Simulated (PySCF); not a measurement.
C6H7BS, SMILES c1ccc(/C=C\B)s1, GFN2-xTB optimised geometry.

```
15

B      0.22    -2.55     1.09
C     -1.09    -2.11     0.43
C     -1.44    -0.88     0.02
C     -0.54     0.23     0.00
C      0.83     0.23     0.00
C      1.39     1.53     0.00
C      0.44     2.51    -0.02
S     -1.15     1.87    -0.04
H      0.70    -1.90     1.94
H      0.72    -3.57     0.79
H     -1.84    -2.88     0.29
H     -2.44    -0.67    -0.34
H      1.41    -0.67    -0.03
H      2.44     1.73     0.01
H      0.58     3.57    -0.03
```

Density from PBE/def2-TZVP in PySCF at that geometry.

Minimum of the electron density along straight lines between bonded atoms, close to the bond critical point (lines longer than 1.1 times the sum of covalent radii, or with two minima, are not listed):

| bond | length / Å | ρ at the minimum / e bohr⁻³ | ∇²ρ there / e bohr⁻⁵ | position (fraction from the first atom) |
|---|---|---|---|---|
| B1–C2 | 1.535 | 0.192 | -0.19 | 0.33 |
| C2–C3 | 1.347 | 0.337 | -0.99 | 0.49 |
| C3–C4 | 1.433 | 0.291 | -0.80 | 0.49 |
| C4–C5 | 1.372 | 0.323 | -0.92 | 0.51 |
| C5–C6 | 1.408 | 0.303 | -0.84 | 0.50 |
| C6–C7 | 1.360 | 0.330 | -0.95 | 0.49 |
| C4–S8 | 1.742 | 0.206 | -0.38 | 0.47 |
| C7–S8 | 1.717 | 0.215 | -0.43 | 0.48 |
| B1–H9 | 1.171 | 0.190 | -0.37 | 0.44 |
| B1–H10 | 1.171 | 0.190 | -0.36 | 0.44 |
| C2–H11 | 1.086 | 0.277 | -0.94 | 0.64 |
| C3–H12 | 1.084 | 0.284 | -0.99 | 0.65 |
| C5–H13 | 1.075 | 0.286 | -1.01 | 0.65 |
| C6–H14 | 1.075 | 0.287 | -1.01 | 0.65 |
| C7–H15 | 1.072 | 0.289 | -1.03 | 0.65 |
